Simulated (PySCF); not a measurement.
# Ionisation energy of Al⁺ by level of theory

Al⁺ [Ne] 3s2 → Al²⁺ [Ne] 3s1 [3s1/2^1, M_J = 1/2], as a difference of total energies. Calculation: PySCF 2.14, in x2c-TZVPPall-2c; the two-component X2C-1e Hamiltonian. Correlated levels: [Ne] frozen; the 6 highest virtual spinors dropped. "Screened" scales the spin-orbit matrix elements by Boettger's factors to mimic the two-electron term; Breit and QED terms are absent.

| method | ionisation energy (eV) |
| --- | --- |
| GHF (screened spin-orbit) | 17.559 |
| GMP2 (screened spin-orbit) | 18.307 |

Problem. How much does correlation contribute at GMP2 (screened spin-orbit)?

Solution. 18.307 − (17.559) = 0.748 eV, measured against GHF (screened spin-orbit).

Errors of the correlated levels include the incompleteness of this basis and the frozen core.

MP2 underrates the near-degeneracy of ns² with np² in the lower species.

For comparison: 18.829 eV (measured; NIST Atomic Spectra Database, ionization energies).
